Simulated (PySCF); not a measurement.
## CsN from Hartree–Fock to correlated methods

State: ³Σ⁻ (triplet), unpaired electrons π ↑↑. Set-up: Cs def2-SVPD with ECP46, N def2-SVPD; scalar-relativistic core potentials (PySCF 2.14). De refers to Cs + N in their high-spin ground configurations, without counterpoise correction. The functionals are run spin-unrestricted. A positive dipole means Cs(−)N(+). Levels whose curve was spin-contaminated or gave no clean fit are not listed.

```tsv
Level	Re (Å)	ωe (cm⁻¹)	De (eV)	μ (D)	CPU s a point (SCF and correlation, without the integrals)
ROHF	2.811	309	-0.90	-10.24	0.84
ROHF-MP2	2.801	305	0.207	n/a	0.9
ROHF-SCS-MP2	2.808	302	0.262	n/a	n/a
ROHF-CCSD	2.853	260	0.243	n/a	n/a
ROHF-CCSD(T)	2.882	231	0.342	n/a	9.8
TPSS	2.838	261	1.28	-6.40	2
M06-L	2.822	272	1.41	-6.93	7.9
TPSSh	2.827	264	1.14	-6.86	0.86
ωB97X	2.792	303	1.00	-9.23	0.62
```

The bond length runs from 2.792 Å (ωB97X) to 2.882 Å (ROHF-CCSD(T)). De spans -0.90 eV (ROHF, mean field) to 1.41 eV (M06-L, meta-GGA). Correlation at CCSD(T) changes the Hartree–Fock bond energy by +1.24 eV; the triples alone change it by +0.10 eV.

Correlated steps freeze 1 core orbital. Correlated levels converge slowly with the basis: in double zeta they bind strong bonds too weakly, by up to about 1 eV, and carry superposition errors of some tenths. Spin–orbit coupling is left out, which matters for elements this heavy, above all for dissociation energies. The CCSD T1 diagnostic is raised, a sign that a single reference may not be enough here. A negative De means that the minimum lies above the separated atoms at that level. The state is the lowest determinant that a PBE0 search found; another state may lie lower at other levels.

The whole job (state search and all levels along the bond) took about 4.2 min on 1 thread of Arm Neoverse V1 (shared host), peak memory 0.59 GiB.
